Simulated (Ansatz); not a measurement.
A structure relaxed at PBE-D4/def2-SVP in Ansatz, charge 0, singlet:

Cartesian coordinates in Å:
```
Ti 0.143 0.859 0.683
Ti 0.422 -0.646 -0.794
O 0.222 -0.951 1.009
O -0.787 0.738 -0.899
```

Problem. Give its formula and point group.

Solution. Ti₂O₂. Point group C2v (tolerance 0.1 Å).

Problem. Summarise the bond lengths by kind (pairs closer than 1.2 times the sum of covalent radii, bridged metal pairs left out).

Solution. 4 × O–Ti 1.84 Å.

The restricted singlet is unstable towards broken spin symmetry at other levels; at PBE-D4/def2-SVP this wasn't settled. At PBE0-D4/def2-TZVP a triplet of charge 0 lies 0.16 eV below the restricted singlet, each at its own geometry. That triplet is doubtful there (⟨S²⟩ 2.48, where a pure state has 2.00). The structure comes from a short search, and lower isomers may exist.
